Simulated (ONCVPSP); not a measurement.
## PBE ONCV dataset for Ge, scalar-relativistic all-electron reference.

Input for ONCVPSP 4.0.1:

```
# ATOM AND REFERENCE CONFIGURATION
# atsym  z   nc   nv     iexc    psfile
  Ge 32.00    6    2        4      upf
#
#   n    l    f
    1    0    2.00
    2    0    2.00
    2    1    6.00
    3    0    2.00
    3    1    6.00
    3    2   10.00
    4    0    2.00
    4    1    1.00
#
# PSEUDOPOTENTIAL AND OPTIMIZATION
# lmax
    2
#
#   l,   rc,      ep,       ncon, nbas, qcut
    0    1.50    0.00    5   10    4.20
    1    2.00    0.00    4    8    4.10
    2    1.50    0.03    3    8    5.60
#
# LOCAL POTENTIAL
# lloc, lpopt,  rc(5),   dvloc0
    0    5    1.50    0.00
#
# VANDERBILT-KLEINMAN-BYLANDER PROJECTORs
# l, nproj, debl
    0    0    2.50
    1    1    3.30
    2    2    1.30
#
# MODEL CORE CHARGE
# icmod, fcfact, rcfact
    1    0.25    0.00
#
# LOG DERIVATIVE ANALYSIS
# epsh1, epsh2, depsh
   -2.00    5.00    0.02
#
# OUTPUT GRID
# rlmax, drl
    6.00    0.01
#
# TEST CONFIGURATIONS
# ncnf
    4
# nvcnf
#   n    l    f
    2
    4    0    2.00
    4    1    2.00
#
    2
    4    0    2.00
    4    1    0.00
#
    2
    4    0    1.00
    4    1    0.00
#
    2
    4    0    1.00
    4    1    2.00
#
```

Command:

```bash
oncvpsp.x < Ge.dat > Ge.out
```

The program printed (shortened: citation, most of the input echo, consistency checks and plot data are left out):

```
ONCVPSP  (Optimized Norm-Conservinng Vanderbilt PSeudopotential)
scalar-relativistic version 4.0.1

#   n    l    f        energy (Ha)
    1    0    2.00    -4.0315060E+02
    2    0    2.00    -5.0744657E+01
    2    1    6.00    -4.4384326E+01
    3    0    2.00    -6.5236233E+00
    3    1    6.00    -4.5806997E+00
    3    2   10.00    -1.4081896E+00
    4    0    2.00    -7.2980429E-01
    4    1    1.00    -4.1315242E-01

Reference configufation results
  iterations    26
  all-electron total energy (Ha)   -2.09855959D+03

Begin loop to  construct optimized pseudo wave functions
and semi-local pseudopoentials for all angular momenta

Calculating optimized projector #   1

 for l=   0

    Fraction of norm inside rc  0.241605
    Optimizing pswf for qcut=   4.21 a_B^-1,  ecut=   8.86 Ha
    Residual kinetic energy error=  1.07D-03 Ha

    Energy error per electron        Cutoff
         Ha          eV             Ha
         0.01000     0.27211        5.86
         0.00100     0.02721        9.51
         0.00010     0.00272      111.60
         0.00001     0.00027      134.90

Calculating optimized projector #   1

 for l=   1

    Fraction of norm inside rc  0.318488
    Optimizing pswf for qcut=   4.10 a_B^-1,  ecut=   8.41 Ha
    Residual kinetic energy error=  2.76D-04 Ha

    Energy error per electron        Cutoff
         Ha          eV             Ha
         0.01000     0.27211        2.05
         0.00100     0.02721        6.45
         0.00010     0.00272       15.39
         0.00001     0.00027       46.67

   Wellstate for l =  2  n =  4
     eigenvalue =   0.0300
     asymptotic potential =   0.5300
     half-point radius =  4.9624

   Wellstate for l =  2  n =  5
     eigenvalue =   1.3300
     asymptotic potential =   1.8300
     half-point radius =  3.5541

Calculating optimized projector #   1

 for l=   2

    Fraction of norm inside rc  0.036111
    Optimizing pswf for qcut=   5.60 a_B^-1,  ecut=  15.71 Ha
    Residual kinetic energy error=  1.20D-02 Ha

    Energy error per electron        Cutoff
         Ha          eV             Ha
         0.01000     0.27211       16.78
         0.00100     0.02721      109.11
         0.00010     0.00272      196.52

Calculating optimized projector #   2

 for l=   2

    Fraction of norm inside rc  0.093193
    Optimizing pswf for qcut=   5.60 a_B^-1,  ecut=  15.71 Ha
    Residual kinetic energy error=  5.89D-02 Ha

    Energy error per electron        Cutoff
         Ha          eV             Ha
         0.01000     0.27211       86.74
         0.00100     0.02721      182.31

Construct Vanderbilt / Kleinmman-Bylander projectors

B matrix Hermiticity error, ll=   2
   1   2    3.7666E-05

  Orthonormal projector coefficients -1.3144E+02 -1.7972E+01

Model core correction analysis
  based on d2Exc/dn_idn_j

d2excae - all-electron derivatives

   -2.112509D-02   -1.192289D-02
   -1.349344D-02   -7.927863D-03

d2excps - pseudofunction derivatives with no core correction

   -3.366574D-02   -1.726462D-02
   -1.959566D-02   -1.038787D-02

rms 2nd derivative error    7.567876E-03

Polynomial model core charge

d2excps - pseudofunction derivatives with core correction

   -2.204643D-02   -1.233376D-02
   -1.390633D-02   -8.105930D-03

rms 2nd derivative error    5.522420E-04

Pseudoatom total energy   -3.565155

Diagnostic tests using Vanderbilt-Kleinman-Bylander pseudopotentials
  1 or more projectors used as specified by nproj input data

   l    rcore       rmatch      e in        delta e   norm test  slope test

   0   1.5022667   1.5478788  -0.7298043  -0.0000018   1.0000018   0.9999908

   1   2.0019357   2.0627188  -0.4131524  -0.0000001   1.0000016   0.9999009

   2   1.5022667   1.5478788   0.0300000  -0.0040291   1.0086329   1.0086329
run_diag: lschvkbbe ERROR   2   3   2  60  1.32999999E+00  1.14699999E+00
   2   1.5022667   1.5478788   1.3300000  -0.1830000   7.9075972   5.9799869

 Testing for bound ghosts
   n   l    E NL Schr. Eq   E Basis Diag.   E Cutoff

   2   1       -0.413153       -0.406974     55.05

       2                      -51.132356    150.48  WARNING - GHOST(-)
       2                       -0.253475    150.48  WARNING - GHOST(-)

 Testing for highly-localized positive-energy ghosts
       l    <radius>/rc     E Basis Diag.   E Cutoff

       1        0.764841       23.225096     55.05  WARNING - GHOST(+)

       2        0.666872       38.610149    150.48  WARNING - GHOST(+)

       2        0.824504       61.681742    150.48  WARNING - GHOST(+)

Test configuration 0

   n   l     f        eae           eps        diff
   1   0  2.0000 -403.15060002
   2   0  2.0000  -50.74465659
   2   1  6.0000  -44.38432619
   3   0  2.0000   -6.52362329
   3   1  6.0000   -4.58069972
   3   2 10.0000   -1.40818962
   4   0  2.0000   -0.72980429   -0.72980605   -1.76D-06
   4   1  1.0000   -0.41315242   -0.41315251   -9.01D-08

    Total energies and differences
      AE_ref= -2.09855959D+03  AE_tst= -2.09855959D+03  dif=  0.00D+00
      PS_ref= -3.56515493D+00  PS_tst= -3.56515493D+00  dif= -2.66D-15
      PSP excitation error=  2.66D-15

Test configuration 1

   n   l     f        eae           eps        diff
   1   0  2.0000 -402.81570560
   2   0  2.0000  -50.41248757
   2   1  6.0000  -44.05181077
   3   0  2.0000   -6.19192659
   3   1  6.0000   -4.24897334
   3   2 10.0000   -1.07715362
   4   0  2.0000   -0.43112376   -0.43055699    5.67D-04
   4   1  2.0000   -0.14315416   -0.14298816    1.66D-04

    Total energies and differences
      AE_ref= -2.09855959D+03  AE_tst= -2.09883316D+03  dif= -2.74D-01
      PS_ref= -3.56515493D+00  PS_tst= -3.83860332D+00  dif= -2.73D-01
      PSP excitation error= -1.22D-04

Test configuration 2

   n   l     f        eae           eps        diff
   1   0  2.0000 -403.55957955
   2   0  2.0000  -51.14734444
   2   1  6.0000  -44.78776752
   3   0  2.0000   -6.92516083
   3   1  6.0000   -4.98220147
   3   2 10.0000   -1.80786425
   4   0  2.0000   -1.07491036   -1.07731137   -2.40D-03

    Total energies and differences
      AE_ref= -2.09855959D+03  AE_tst= -2.09799220D+03  dif=  5.67D-01
      PS_ref= -3.56515493D+00  PS_tst= -2.99705569D+00  dif=  5.68D-01
      PSP excitation error= -7.16D-04

Test configuration 3

   n   l     f        eae           eps        diff
   1   0  2.0000 -404.08879965
   2   0  2.0000  -51.66384468
   2   1  6.0000  -45.30535013
   3   0  2.0000   -7.44173834
   3   1  6.0000   -5.49827965
   3   2 10.0000   -2.31871468
   4   0  1.0000   -1.48670540   -1.49481496   -8.11D-03

    Total energies and differences
      AE_ref= -2.09855959D+03  AE_tst= -2.09671363D+03  dif=  1.85D+00
      PS_ref= -3.56515493D+00  PS_tst= -1.71312524D+00  dif=  1.85D+00
      PSP excitation error= -6.08D-03

Test configuration 4

   n   l     f        eae           eps        diff
   1   0  2.0000 -403.21702464
   2   0  2.0000  -50.80837881
   2   1  6.0000  -44.44803262
   3   0  2.0000   -6.58942677
   3   1  6.0000   -4.64628796
   3   2 10.0000   -1.47187159
   4   0  1.0000   -0.76580823   -0.76701668   -1.21D-03
   4   1  2.0000   -0.44188817   -0.44248680   -5.99D-04

    Total energies and differences
      AE_ref= -2.09855959D+03  AE_tst= -2.09823926D+03  dif=  3.20D-01
      PS_ref= -3.56515493D+00  PS_tst= -3.24449335D+00  dif=  3.21D-01
      PSP excitation error= -3.34D-04
```

Note: ghosts flagged at negative energy: d at -1391.4 eV, d at -6.9 eV; GHOST(+) flags only above 600 eV. A true bound ghost makes a file unfit for plane-wave use.

The run took about 2.4 s on one core of a shared server CPU.
